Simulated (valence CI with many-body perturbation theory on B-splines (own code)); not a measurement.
Yb XXI in brief

Level of theory: valence CI with perturbative core correlation (CI+MBPT): four valence electrons over a frozen Dirac-Fock core [Kr] 4d10, radial functions for each j: 7 s, 7 p, 7 d, 7 f, 4 g, 2 h, with the one-electron correlation potential Σ1 (screened to all orders), the two-electron term Σ2, the three-electron term Σ3, Breit, model QED; selected single and double excitations, second order for the rest, scaled by the run's own slope (own B-spline code, finite nucleus).

No measured levels were compared; by estimate terms of the open shell hold to a few per cent of their energy, and close levels can change places.

Names give the largest LS component (configuration and term), which can be under half, so a name can repeat, a term be missing and a line seem to break the LS rules; names also repeat where a configuration has a term twice.

Rates and lifetimes use the calculated energies. Strong lines usually hold to 10 to 20 %, long lifetimes can be off by a factor of two.

Q: What is the ground level?

A: 4f⁴ ⁵I_4, composition 89 % 4f⁴ ⁵I + 10 % 4f⁴ ³H, g = 0.622.

Q: How well does LS coupling describe the low levels?

A: Among the lowest 20 levels the leading LS term, summed over configurations, holds 66 % on average. For single configurations the figures are 66 % in LS and 61 % in jj coupling. Terms mix most in the J = 8 level at 50145 cm⁻¹, where the leading one holds 26 %.

Q: How is the term ⁵I of the ground level split?

A: J = 4 at 0, J = 5 at 8223, J = 6 at 15970, J = 7 at 22998, J = 8 at 29392 cm⁻¹.

Q: What is the ionisation energy?

A: 530.58 eV; NIST lists 540 ± 30 eV (theoretical).

Q: Where does the other parity begin?

A: At 4f³5s ⁵I°_4, 402430 cm⁻¹.
